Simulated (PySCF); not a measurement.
The multiplicity is imposed and other spin states were not computed.

Cartesian coordinates (Å):
```xyz
15

Zn     0.0051     0.6860     0.1588
O     -1.6956     1.1141    -0.1650
C     -2.4655     0.5412    -1.1931
H     -3.4854     0.9935    -1.1765
H     -2.6083    -0.5652    -1.0904
H     -2.0567     0.7204    -2.2207
N      1.7158     0.4922     0.7511
C      2.8195     1.0778     0.0156
C      2.1015    -0.6697     1.5273
H      3.6376     1.3947     0.7115
H      3.2948     0.3840    -0.7293
H      2.4984     1.9863    -0.5374
H      2.5170    -1.5145     0.9142
H      2.8956    -0.4055     2.2713
H      1.2418    -1.0723     2.1044
```
Charge 0, spin multiplicity 1.

Task: What is the computed total energy, LUMO, dipole moment, HOMO and charge on the central atom (Mulliken) (PBE-D3(BJ)/def2-TZVP // BP86-D3(BJ)/def2-SVP in PySCF 2.14.0)?

Result: 
* **total energy**: -2028.6206 Ha
* **LUMO**: -1.58 eV
* **dipole moment**: 0.321 e·Å
* **HOMO**: -4.75 eV
* **charge on the central atom (Mulliken)**: 0.26 e
